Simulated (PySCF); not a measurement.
**UHF on C⁺ (carbon, charge +1)**

Configuration: [He] 2s2 2p1, 2P determinant. Computed with PySCF 2.14 in def2-SVP, with the non-relativistic Hamiltonian (point nucleus).

* Total energy: -37.244191 hartree
* One-electron energy: -47.4858 hartree
* Hartree (Coulomb) energy: 14.9721 hartree
* Exchange energy: -4.7304 hartree
* Kinetic energy: 37.27229 hartree
* ⟨S²⟩: 0.7545
* ⟨L²⟩: 2.010
* Sum of ⟨r⟩: 5.002 bohr
* Sum of ⟨r²⟩: 8.246 bohr²
* Traceless quadrupole moment −½Σ⟨3z² − r²⟩ along its main axis: -1.10 e·bohr²
* Density at the nucleus (Gaussians lack the cusp): 116 bohr⁻³
* Spin density at the nucleus: 0.199 bohr⁻³
* Langevin diamagnetic susceptibility: -6.53 ×10⁻⁶ cm³/mol
* Time after the integrals: 0.06 s of wall time on 1 thread of AMD EPYC 7R43 64-Core Processor (shared host)

| shell | electrons | mean orbital energy (hartree) | rms radius, mean of both spins (bohr) |
| --- | --- | --- | --- |
| 1s α | 1 | -11.91611 | 0.312 |
| 1s β | 1 | -11.88465 | 0.312 |
| 2s α | 1 | -1.20992 | 1.63 |
| 2s β | 1 | -1.07475 | 1.63 |
| 2p α | 1 | -0.91712 | 1.65 |
